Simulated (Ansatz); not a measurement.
Mulliken charges of CH5ClGaNS, SMILES `C[NH][Ga]([SH])[Cl]` from PBE/def2-TZVPP in Ansatz (PBE0-D4/def2-TZVP geometry).

```csv
atom,x (Å),y (Å),z (Å),charge (e)
C1,-0.830,0.087,1.178,-0.172
N2,-0.347,0.781,0.010,-0.231
Ga3,0.780,0.181,-1.261,0.381
S4,1.694,-1.805,-1.316,-0.242
Cl5,1.255,1.535,-2.846,-0.262
H6,-0.419,-0.924,1.215,0.069
H7,-0.536,0.586,2.109,0.100
H8,-1.922,-0.013,1.178,0.100
H9,-0.694,1.722,-0.087,0.145
H10,1.101,-2.201,-0.176,0.113
```

Question: By hand: the dipole of these point charges (1 e Å = 4.8032 D).

Answer: Σ q r = (-0.470, -0.097, 0.759) e Å, of length 0.898 e Å = 4.31 D.

Question: How does the dipole of the full density compare? (An estimate is asked.)

Answer: The calculation gave: (-0.347, -0.056, 0.551) e Å, 3.14 D; the point charges give 1.37 times that, at 1° from its direction.

Point charges leave out the atoms' own dipoles, such as those of lone pairs, and Mulliken's split depends on the basis, so the two needn't agree.
